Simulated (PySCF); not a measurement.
## Radial density of Co⁺ (cobalt, charge +1)

UHF, [Ar] 3d8, high-spin 3F determinant. Calculation: PySCF 2.14, in jorge-DZP-DKH; scalar relativity by spin-free X2C-1e.

```csv
r (bohr),4πr²ρ (e/bohr),4πr²(ρα − ρβ)
0.00114,0.3096,0.0000
0.00191,0.7655,0.0000
0.00322,1.864,-0.0001
0.00541,4.380,-0.0002
0.00911,9.586,-0.0005
0.0153,18.51,-0.0009
0.0258,28.97,-0.0015
0.0433,32.43,-0.0019
0.0729,26.20,-0.0019
0.123,30.26,0.0195
0.206,35.29,0.2173
0.347,16.79,0.9179
0.583,17.93,1.8257
0.981,12.65,1.4852
1.65,3.027,0.4786
2.78,0.3186,0.0568
4.67,0.0002228,0.0000
```

Densities and radii are taken from the X2C orbitals without a picture-change correction, which distorts them close to the nucleus.
